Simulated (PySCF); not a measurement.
AsH₄ + 2 O₂ → AsO(OH)₂ + H₂O

Level: PBE0 in the def2-TZVP basis family, all electrons, no relativity, computed in PySCF with density fitting; open shells unrestricted.

```
 species                                                                                                                                state and structure       E (Eh)  ZPE (kJ/mol)  H(298 K) − H(0) (kJ/mol)  S° (J/(mol K))
    AsH₄                                                 doublet, C2v, As–H 1.511 Å (×2), As–H 1.654 Å (×2); H–As–H 92.2° (×4), H–As–H 96.5°, H–As–H 173.2°  -2237.89559          69.1                      11.0           239.7
      O₂                                                                                                                          triplet, D∞h, O–O 1.193 Å   -150.23561          10.3                       8.7           204.9
AsO(OH)₂  doublet, C1, As–O 1.640 Å, As–O 1.760 Å, As–O 1.774 Å, O–H 0.966 Å (×2); As–O–H 109.0°, As–O–H 109.7°, O–As–O 96.4°, O–As–O 111.3°, O–As–O 114.4°  -2462.32339          78.4                      17.4           321.6
     H₂O                                                                                                       singlet, C2v, O–H 0.960 Å (×2); H–O–H 105.1°    -76.37736          56.5                       9.9           188.7
```

What is the electronic reaction energy?

At PBE0/def2-TZVP, ΔE = -876.8 kJ/mol from the differences of the total energies times 2625.5, downhill. 

Add zero-point, thermal and entropy terms for 298.15 K and 1 bar.

ΔZPE = 45.2 and Δ[H(298) − H(0)] = -1.1 kJ/mol give ΔH° = -832.7 kJ/mol. ΔS° = -139.2 J/(mol K), so ΔG° = -832.7 − 298.15 × (-0.1392) = -791 kJ/mol.

Each species is the lowest minimum found with this bonding; other isomers or fragments can lie lower.
